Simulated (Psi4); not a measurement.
Psi4 input (wB97X-D/6-31G*):

```
memory 1500 MB

molecule {
0 2
C    -0.80042900   -0.57525800   -0.26166500
C     0.51326900   -0.37783900   -0.03810000
O     0.02321400    0.80488300    0.22491700
H     1.53725500   -0.72047700   -0.00074300
symmetry c1
no_reorient
no_com
}

set {
  basis 6-31G*
  reference uks
  scf_type pk
  dft_radial_points 99
  dft_spherical_points 590
  e_convergence 1e-8
  d_convergence 1e-7
  maxiter 150
}

e = energy('wb97x-d')
print_out(f'\nFINAL {e:.10f} DIPOLE {variable("CURRENT DIPOLE")[0]:.6f} {variable("CURRENT DIPOLE")[1]:.6f} {variable("CURRENT DIPOLE")[2]:.6f}\n')
```

Output:

```
   => Loading Basis Set <=

    Name: 6-31G*
    Role: ORBITAL
    Keyword: BASIS
    atoms 1-2 entry C          line   111 file 6-31gs.gbs
    atoms 3   entry O          line   145 file 6-31gs.gbs
    atoms 4   entry H          line    44 file 6-31gs.gbs

   => WB97X-D: Empirical Dispersion <=

    Chai and Head-Gordon Dispersion Correction
    Chai, J.-D.; Head-Gordon, M. (2010), J. Chem. Phys., 132: 6615-6620

        s6 =       1.000000

         ---------------------------------------------------------
                                   SCF
               by Justin Turney, Rob Parrish, Andy Simmonett
                          and Daniel G. A. Smith
                              UKS Reference
         ---------------------------------------------------------

  ==> Geometry <==

    Molecular point group: c1
    Full point group: C1

    Geometry (in Angstrom), charge = 0, multiplicity = 2:

       Center              X                  Y                   Z               Mass
    ------------   -----------------  -----------------  -----------------  -----------------
         C           -0.800429000000    -0.575258000000    -0.261665000000    12.000000000000
         C            0.513269000000    -0.377839000000    -0.038100000000    12.000000000000
         O            0.023214000000     0.804883000000     0.224917000000    15.994914619570
         H            1.537255000000    -0.720477000000    -0.000743000000     1.007825032230

  Running in c1 symmetry.

  Rotational constants: A =      1.40467  B =      0.86643  C =      0.53589 [cm^-1]
  Rotational constants: A =  42111.09697  B =  25974.95890  C =  16065.46303 [MHz]
  Nuclear repulsion =   54.947044823687733

  Charge       = 0
  Multiplicity = 2
  Electrons    = 21
  Nalpha       = 11
  Nbeta        = 10

  ==> Algorithm <==

  SCF Algorithm Type is PK.
  DIIS enabled.
  MOM disabled.
  Fractional occupation disabled.
  Guess Type is SAD.
  Energy threshold   = 1.00e-08
  Density threshold  = 1.00e-07
  Integral threshold = 1.00e-12

  ==> Primary Basis <==

  Basis Set: 6-31G*
    Blend: 6-31G*
    Number of shells: 20
    Number of basis functions: 47
    Number of Cartesian functions: 47
    Spherical Harmonics?: false
    Max angular momentum: 2

  ==> DFT Potential <==

   => LibXC <=

    Version 7.1.2
    S. Lehtola, C. Steigemann, M. J. T. Oliveira, and M. A. L. Marques,  SoftwareX 7, 1–5 (2018) (10.1016/j.softx.2017.11.002)

   => Composite Functional: WB97X-D <=

    wB97X-D Hyb-GGA Exchange-Correlation Functional

    J.-D. Chai and M. Head-Gordon,  Phys. Chem. Chem. Phys. 10, 6615–6620 (2008) (10.1039/B810189B)

    Deriv               =              1
    GGA                 =           TRUE
    Meta                =          FALSE

    Exchange Hybrid     =           TRUE
    MP2 Hybrid          =          FALSE

   => Exchange-Correlation Functionals <=

    1.0000   wB97X-D range-separated functional

   => Exact (HF) Exchange <=

    0.7780            HF,LR [omega = 0.2000]
    0.2220               HF

   => LibXC Density Thresholds  <==

    XC_HYB_GGA_XC_WB97X_D:  1.00E-14

   => Molecular Quadrature <=

    Radial Scheme          =       TREUTLER
    Pruning Scheme         =           NONE
    Nuclear Scheme         =       TREUTLER

    Blocking Scheme        =         OCTREE
    BS radius alpha        =              1
    Pruning alpha          =              1
    Radial Points          =             99
    Spherical Points       =            590
    Total Points           =         220935
    Total Blocks           =           1676
    Max Points             =            256
    Max Functions          =             47
    Weights Tolerance      =       1.00E-15

  ==> Integral Setup <==

  Using in-core PK algorithm.
   Calculation information:
      Number of atoms:                   4
      Number of AO shells:              20
      Number of primitives:             49
      Number of atomic orbitals:        47
      Number of basis functions:        47

      Integral cutoff                 1.00e-12
      Number of threads:                 1

  Performing in-core PK
  Using 1910268 doubles for integral storage.
  We computed 22133 shell quartets total.
  Whereas there are 22155 unique shell quartets.

  Computing range-separated integrals for PK
  We computed 22133 wK shell quartets total.
  Whereas there are 22155 wK unique shell quartets.

  ==> DiskJK: Disk-Based J/K Matrices <==

    J tasked:                  Yes
    K tasked:                  Yes
    wK tasked:                 Yes
    Omega:               2.000E-01
    Schwarz Cutoff:          1E-12


  Cached 100.0% of DFT collocation blocks in 0.281 [GiB].

  Minimum eigenvalue in the overlap matrix is 4.2740252048E-03.
  Reciprocal condition number of the overlap matrix is 6.6857032899E-04.
    Using symmetric orthogonalization.

  ==> Pre-Iterations <==

  SCF Guess: Superposition of Atomic Densities via on-the-fly atomic UHF (no occupation information).

   -------------------------
    Irrep   Nso     Nmo
   -------------------------
     A         47      47
   -------------------------
    Total      47      47
   -------------------------

  ==> Iterations <==

                        Total Energy        Delta E     RMS |[F,P]|

   @UKS iter SAD:  -151.12408109058077   -1.51124e+02   0.00000e+00
   @UKS iter   1:  -151.75062836807788   -6.26547e-01   5.47749e-03 DIIS/ADIIS
   @UKS iter   2:  -151.75981838799123   -9.19002e-03   5.35521e-03 DIIS/ADIIS
   @UKS iter   3:  -151.78003668695544   -2.02183e-02   1.61027e-03 DIIS/ADIIS
   @UKS iter   4:  -151.78235972582061   -2.32304e-03   4.20932e-04 DIIS/ADIIS
   @UKS iter   5:  -151.78256079734561   -2.01072e-04   1.50263e-04 DIIS/ADIIS
   @UKS iter   6:  -151.78261270820798   -5.19109e-05   6.11923e-05 DIIS
   @UKS iter   7:  -151.78262883995609   -1.61317e-05   2.92543e-05 DIIS
   @UKS iter   8:  -151.78263497792503   -6.13797e-06   6.88388e-06 DIIS
   @UKS iter   9:  -151.78263533269947   -3.54774e-07   2.83892e-06 DIIS
   @UKS iter  10:  -151.78263539710346   -6.44040e-08   1.18469e-06 DIIS
   @UKS iter  11:  -151.78263541044757   -1.33441e-08   4.54696e-07 DIIS
   @UKS iter  12:  -151.78263541230930   -1.86174e-09   1.16141e-07 DIIS
   @UKS iter  13:  -151.78263541242242   -1.13118e-10   4.13111e-08 DIIS
  Energy and wave function converged.

  ==> Post-Iterations <==

   Electrons on quadrature grid:
      Nalpha   =   11.0000000545 ; deviation = 5.452e-08
      Nbeta    =   10.0000000531 ; deviation = 5.305e-08
      Ntotal   =   21.0000001076 ; deviation = 1.076e-07

   @Spin Contamination Metric:   5.806269881E-03
   @S^2 Expected:                7.500000000E-01
   @S^2 Observed:                7.558062699E-01
   @S   Expected:                5.000000000E-01
   @S   Observed:                5.000000000E-01

    Orbital Energies [Eh]
    ---------------------

    Alpha Occupied:

       1A    -19.366365     2A    -10.403574     3A    -10.381118
       4A     -1.234991     5A     -0.827052     6A     -0.712381
       7A     -0.576670     8A     -0.569738     9A     -0.450177
      10A     -0.392385    11A     -0.332650

    Alpha Virtual:

      12A      0.047716    13A      0.076986    14A      0.184891
      15A      0.242207    16A      0.433984    17A      0.552079
      18A      0.579441    19A      0.615835    20A      0.672012
      21A      0.686628    22A      0.722880    23A      0.809138
      24A      0.907262    25A      0.973757    26A      1.012031
      27A      1.065936    28A      1.162225    29A      1.407920
      30A      1.425381    31A      1.491657    32A      1.563610
      33A      1.693860    34A      1.819067    35A      1.965549
      36A      2.069080    37A      2.130401    38A      2.145393
      39A      2.381079    40A      2.488984    41A      2.545355
      42A      2.691433    43A      2.879526    44A      2.932303
      45A      3.703694    46A      4.122407    47A      4.294441

    Beta Occupied:

       1A    -19.353677     2A    -10.401810     3A    -10.376504
       4A     -1.209345     5A     -0.796952     6A     -0.705089
       7A     -0.561982     8A     -0.502224     9A     -0.434983
      10A     -0.379481

    Beta Virtual:

      11A     -0.043910    12A      0.087962    13A      0.090357
      14A      0.188523    15A      0.249796    16A      0.440925
      17A      0.557364    18A      0.592055    19A      0.622002
      20A      0.675676    21A      0.709720    22A      0.729801
      23A      0.813889    24A      0.913867    25A      1.017111
      26A      1.018062    27A      1.073421    28A      1.170644
      29A      1.429002    30A      1.438471    31A      1.513806
      32A      1.569838    33A      1.720678    34A      1.844291
      35A      1.988485    36A      2.099402    37A      2.146485
      38A      2.152899    39A      2.403420    40A      2.511767
      41A      2.556872    42A      2.702373    43A      2.890664
      44A      2.941601    45A      3.724537    46A      4.142006
      47A      4.305480

    Final Occupation by Irrep:
              A
    DOCC [    10 ]
    SOCC [     1 ]
    NA   [    11 ]
    NB   [    10 ]

  @UKS Final Energy:  -151.78263541242242

   => Energetics <=

    Nuclear Repulsion Energy =             54.9470448236877331
    One-Electron Energy =                -314.1964876948871961
    Two-Electron Energy =                 121.0965698947110667
    DFT Exchange-Correlation Energy =     -13.6295786625686866
    Empirical Dispersion Energy =          -0.0001837733653265
    VV10 Nonlocal Energy =                  0.0000000000000000
    Total Energy =                       -151.7826354124223940

  UHF NO Occupations:
  HONO-2 :    9  A 1.9995687
  HONO-1 :   10  A 1.9978794
  HONO-0 :   11  A 1.0000000
  LUNO+0 :   12  A 0.0021206
  LUNO+1 :   13  A 0.0004313
  LUNO+2 :   14  A 0.0001567
  LUNO+3 :   15  A 0.0001043

Computation Completed

Properties will be evaluated at   0.000000,   0.000000,   0.000000 [a0]

Properties computed using the SCF density matrix

 Multipole Moments:

 ------------------------------------------------------------------------------------
     Multipole            Electronic (a.u.)      Nuclear  (a.u.)        Total (a.u.)
 ------------------------------------------------------------------------------------

 L = 1.  Multiply by 2.5417464519 to convert [e a0] to [Debye]
 Dipole X            :          1.0772633            0.0000132            1.0772765
 Dipole Y            :         -0.3977060            0.0000094           -0.3976965
 Dipole Z            :          0.0290315            0.0000057            0.0290372
 Magnitude           :                                                    1.1487081

 ------------------------------------------------------------------------------------

FINAL -151.7826354124 DIPOLE 1.077277 -0.397697 0.029037

*** Psi4 exiting successfully. Buy a developer a beer!
```

The geometry given is a B3LYP-D3(BJ)/def2-TZVP minimum.
